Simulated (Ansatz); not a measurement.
`[CH3][SnH3]` + `CB(O)O` → `COB(C)O` + `[SnH4]`  (substitution at a C–Sn bond)

Calculated with Ansatz (gas phase, PBE0-D4/def2-TZVP geometries, no zero-point term in ΔE). CBS: MP2 limit from def2 TZ/QZ plus the TZ coupled-cluster correction, frozen cores. This one scheme is used for every species. DFT in def2-TZVPP. Elements past krypton have def2 core potentials. For Sn outer-core shells are correlated without core-valence functions, which leaves a few kJ/mol of doubt a bond. Each species was taken in one conformer, which may not be the lowest.

`[CH3][SnH3]`:

```xyz
8

C     0.274   -1.113    0.095
Sn   -0.235    0.957   -0.081
H     0.489   -1.529   -0.890
H    -0.555   -1.664    0.538
H     1.154   -1.228    0.727
H     1.060    1.823   -0.784
H    -1.620    1.140   -1.067
H    -0.566    1.614    1.462
```

`CB(O)O`:

Cartesian coordinates in Å:
```
C 1.178 0.384 -0.088
B -0.313 -0.079 0.032
O -0.701 -0.744 1.166
O -1.164 0.180 -1.009
H 1.620 0.594 0.888
H 1.772 -0.418 -0.541
H 1.283 1.260 -0.730
H -1.616 -1.032 1.185
H -2.060 -0.145 -0.903
```

`COB(C)O`:

Cartesian coordinates in Å:
```
C -1.069 0.580 -1.186
O -1.143 -0.140 0.022
B -0.026 -0.452 0.749
C 1.429 -0.033 0.339
O -0.225 -1.165 1.894
H -0.609 -0.020 -1.977
H -0.497 1.505 -1.071
H -2.086 0.832 -1.488
H 1.535 1.057 0.324
H 2.170 -0.433 1.031
H 1.678 -0.377 -0.670
H -1.158 -1.354 2.033
```

`[SnH4]`:

Cartesian coordinates in Å:
```
Sn 0.000 0.000 0.000
H -0.566 -0.013 -1.607
H -0.773 -1.234 0.885
H -0.345 1.510 0.711
H 1.683 -0.262 0.011
```

```csv
level,ΔE (kJ/mol)
revPBE-D4,62.7
LC-ωPBE,63.5
HF/def2-SVP,41.4
MP2/def2-QZVPP,80.7
```

**Question.** What does CCSD(T)/CBS give? (Estimate.)

**Answer.** Computed: +74.0 kJ/mol. The listed levels differ from it by -11.3, -10.5, -32.6, 6.7 kJ/mol.

**Question.** What do rigid-rotor, harmonic-oscillator terms from PBE0-D4/def2-TZVP frequencies (298.15 K, 1 bar) make of the CCSD(T)/CBS value? (Best estimate.)

**Answer.** The calculation gave: ΔZPE = -4.1 kJ/mol, ΔH = +70.1 kJ/mol, ΔS = -22 J/(mol·K), ΔG = +76.5 kJ/mol. Modes under 50 cm⁻¹ make the entropy rough.

Largest T1 diagnostic among the species: 0.013.

Leaving LDA and LC-ωPBE aside and taking each functional with its dispersion term where it has one, the values, not all of them listed here, spread over 11.8 kJ/mol, from CAM-B3LYP-D4 to PBE-QIDH. LDA lies −9.7 kJ/mol from PBE without D4. From BLYP to BHLYP (50 % exact exchange), in def2-TZVPP and without D4, ΔE moves by −3.2 kJ/mol.
